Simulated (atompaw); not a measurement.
# What one change does to a pseudopotential (gallium, PAW (atompaw))

atompaw 4.2.0.5 input, output lines left out:

```
Ga 31
GGA-PBE scalarrelativistic loggrid 1500 logderivrange -5 5 251
4 4 3 0 0 0
4 0 1
4 1 0
0 0 0
c
c
c
v
c
c
v
v
2
1.65 1.50 1.35 1.05
y
-1.35
n
y
-0.75
n
y
-2.4
n
custom rrkj gramschmidtortho sinc
3 0 troulliermartins
1.65
1.65
1.55
1.55
0.70
0.70
```

All-electron outer shells of the reference configuration (PBE, scalar-relativistic, ld1.x):

```csv
shell,level (eV),outermost node (bohr),outermost maximum (bohr)
3p,-119.20,0.24,0.56
3d,-39.36,–,0.53
4s,-26.07,0.80,1.78
4p,-17.74,0.86,2.12
```

Change: wave 4p channel at -0.75 Ry: rc 1.55 bohr becomes 4p channel at -0.75 Ry: rc 1.44 bohr.

Cutoffs: the cutoffs (Ry, on a coarse ladder) from which the occupation-weighted sum of valence levels, in a spherical-Bessel basis at the reference potential, stays within 10 and 1 mRy of its value at 400 Ry; they do not see the model core or the augmentation charge, which bear on the density cutoff.

Problem. What does the change do?

Solution. The bound ghosts move from p, s to s; the range in which the p phases agree narrows (upper end at the end of the scan → 0.7).

| quantity | base | changed |
| --- | --- | --- |
| cutoff, loose | 300 Ry | 300 Ry |
| cutoff, tight | over 300 Ry | over 300 Ry |
| bound ghosts | p, s | s |
| s: phases at 1.66 bohr within 0.05 rad from the reference energy up to (Ry; the scan ends near 5) | to the end of the scan | to the end of the scan |
| p: phases at 1.66 bohr within 0.05 rad from the reference energy up to (Ry; the scan ends near 5) | to the end of the scan | 0.7 |
| d: phases at 1.66 bohr within 0.05 rad from the reference energy up to (Ry; the scan ends near 5) | to the end of the scan | to the end of the scan |
| lowest overlap eigenvalue by channel | s 0.43, p 0.73, d 0.98 | s 0.43, p 0.07, d 0.98 |

 A true bound ghost makes a file unfit for plane-wave use even where its test errors are small: the radial tests pick states by their node count and pass the ghost by. The cutoffs see the waves, projectors and local potential, not the compensation charge or the core.
